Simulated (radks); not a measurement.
Values are calculated unless marked as measured or tabulated.
Q: Radial electron density D(r) = 4 pi r^2 rho(r) of an atom or ion with 50 electrons. Code: a radial shooting solver on a logarithmic mesh with Libxc functionals. Model: scalar-relativistic Kohn-Sham, r2SCAN, spin-polarised, spherical densities, finite nucleus; meta-GGA in the generalised Kohn-Sham scheme; Fermi nuclear charge, rms radius of each element as measured or else 0.836 A^(1/3) + 0.57 fm.

r (bohr),D(r) (e/bohr),spin D(r)
0.001136,2.108,-0.0000286
0.001515,3.461,-0.0000465
0.00202,5.610,-0.0000741
0.002694,8.937,-0.000114
0.003594,13.91,-0.000168
0.004793,21.01,-0.000227
0.006393,30.46,-0.000256
0.008527,41.85,-0.000153
0.01137,53.60,0.000327
0.01517,62.75,0.00170
0.02023,66.00,0.00489
0.02698,62.54,0.0111
0.03599,57.49,0.0210
0.048,60.30,0.0318
0.06402,73.94,0.0350
0.08539,84.71,0.0203
0.1139,76.28,-0.00390
0.1519,60.43,0.00235
0.2026,63.34,0.0525
0.2702,69.81,0.0606
0.3604,48.58,0.00227
0.4807,24.04,0.0540
0.6411,23.46,0.167
0.8551,23.75,0.0411
1.14,13.67,-0.0113
1.521,5.797,0.434
2.029,3.000,0.940
2.706,1.610,0.866
3.609,0.5581,0.392
4.814,0.09729,0.0805
6.42,0.007171,0.00658
8.563,0.0001822,0.000177

What is the nuclear charge?

A: Z = 51. The innermost maximum, from 1s, lies near gamma/Z bohr with gamma = sqrt(1 - (Z/c)^2) = 0.928, here 0.0182 bohr (found: 0.0199), and its height grows with Z. The density is that of the antimony ion Sb+ in [Kr] 4d10 5s2 5p2; the configuration itself is not fixed sharply by these data, and Z only to a few units. D(r) has 4 maxima, at r = 0.0199, 0.0882, 0.258, 0.752 bohr, and minima at 0.0390, 0.169, 0.546 bohr, inside which lie 1.99, 11.19, 28.92 electrons.
